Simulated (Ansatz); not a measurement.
The same ligand exchange along the group B, Al, Ga, In.

Computed with Ansatz on PBE0-D4/def2-TZVP structures; ΔE is electronic, products minus reactants. CCSD(T)/CBS adds triple-zeta CCSD(T) − MP2 to the extrapolated MP2 energy (def2 sets, frozen cores). This one scheme is used for every species. def2 core potentials past Kr. For Ga, In outer-core shells are correlated without core-valence functions, which leaves a few kJ/mol of doubt a bond. Scalar relativity is left out up to krypton. Each species was taken in one conformer, which may not be the lowest.

Task: Order these by ΔE at CCSD(T)/CBS, lowest first. (Estimate.)
A. `[SH][In]([Cl])[Cl]` + `O[SiH3]` → `[SiH3][O][In]([Cl])[Cl]` + H₂S
B. `SB(Cl)Cl` + `O[SiH3]` → `[SiH3]OB(Cl)Cl` + H₂S
C. `[SH][Ga]([Cl])[Cl]` + `O[SiH3]` → `[SiH3][O][Ga]([Cl])[Cl]` + H₂S
D. `[SH][Al]([Cl])[Cl]` + `O[SiH3]` → `[SiH3][O][Al]([Cl])[Cl]` + H₂S

Result: B (-64.2 kJ/mol), D (-44.9 kJ/mol), C (+23.0 kJ/mol), A (+50.3 kJ/mol).

Largest T1 diagnostic: 0.014, for `[SiH3][O][In]([Cl])[Cl]`.
